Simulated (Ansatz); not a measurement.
Z-matrix (Å, degrees):
```
Si
N 1 1.7131
H 2 1.0058 1 121.27
H 2 1.0060 3 112.01 1 -153.64
N 1 1.7131 2 102.66 3 164.50
H 5 1.0058 1 121.27 2 164.50
H 5 1.0060 6 112.01 1 -153.64
N 1 1.7131 2 112.99 3 -73.50
H 8 1.0058 1 121.28 2 -42.52
H 8 1.0060 9 112.01 1 153.63
N 1 1.7131 2 112.98 3 42.50
H 11 1.0058 1 121.27 2 73.48
H 11 1.0060 12 112.01 1 153.63
```
Charge 0, spin multiplicity 1.

These are frozen-core CCSD(T)/cc-pVTZ // CAM-B3LYP-D3(BJ)/def2-TZVP run with Ansatz (an electronic-structure program) values and carry that method's errors.

* **HF energy**: -511.63796 Ha
* **MP2 correlation energy**: -0.98286 Ha

### Question
Estimate the CCSD correlation energy, the (T) correction, the total energy and the T1 diagnostic.

### Answer

```yaml
CCSD correlation energy: -1.01765 Ha
"(T) correction": -0.03820 Ha
CCSD(T) total energy: -512.69381 Ha
T1 diagnostic: 0.009
```
